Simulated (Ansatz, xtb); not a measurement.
# C5H6BCl: which of two isomers lies lower

We compare X, `C#C/C(BCl)=C\C`, a singlet, with Y, `C=C(C)C#CBCl`, a singlet. Both are isolated molecules in the gas phase, relaxed with r2SCAN-D4/def2-SVP, each in the lowest conformer that the search found.

Quicker runs give these differences E(Y) − E(X): GFN2-xTB −36.6 kJ/mol; HF/STO-3G −38.7 kJ/mol (at GFN2-xTB geometries); r2SCAN-D4/def2-SVP//GFN2-xTB −33.3 kJ/mol.

Problem. Estimate E(Y) − E(X) at the level CCSD(T)/def2-SVP + ΔMP2/def2-TZVPP.

Solution. Calculated at CCSD(T)/def2-SVP + ΔMP2/def2-TZVPP: E(Y) − E(X) = −22.9 kJ/mol, so structure Y lies lower.

How the difference moves with the method:

```tsv
level	geometry	E(Y) − E(X) (kJ/mol)	departure from the last row (kJ/mol)	job, with rough time for the two
GFN2-xTB	GFN2-xTB	−36.6	−13.7	optimisation, 0.18 s
HF/STO-3G	GFN2-xTB	−38.7	−15.8	single point, 0.36 s
r2SCAN-D4/def2-SVP//GFN2-xTB	GFN2-xTB	−33.3	−10.4	single point, 3.3 s
r2SCAN-D4/def2-SVP	r2SCAN-D4/def2-SVP	−27.6	−4.7	optimisation, 96 s
HF/def2-SVP	r2SCAN-D4/def2-SVP	−26.0	−3.1	part of the CCSD(T) run
MP2/def2-SVP	r2SCAN-D4/def2-SVP	−25.2	−2.2	part of the CCSD(T) run
CCSD(T)/def2-SVP	r2SCAN-D4/def2-SVP	−26.0	−3.1	single point
CCSD(T)/def2-SVP + ΔMP2/def2-TZVPP	r2SCAN-D4/def2-SVP	−22.9		single point, 60 s
```

As drawn, both hold the same kinds of bond in the same numbers.

None of the levels shown reverses the order. The largest departure from CCSD(T)/def2-SVP + ΔMP2/def2-TZVPP is that of HF/STO-3G, 15.8 kJ/mol. The last row adds to CCSD(T) the change of the MP2 difference between the two basis sets, here +3.1 kJ/mol.

With thermal terms from frequencies at re-optimised GFN2-xTB minima (ideal gas, soft modes damped towards free rotors, one conformer each, 298.15 K, 1 atm): the zero-point term adds +1.9 kJ/mol; ΔH is −20.8 and ΔG −22.6 kJ/mol.

The correlated steps freeze 11 core orbitals. Programs: Ansatz 0.2.0, xtb 6.7.1; the last row on 4 threads of Arm Neoverse V1 on a shared host.
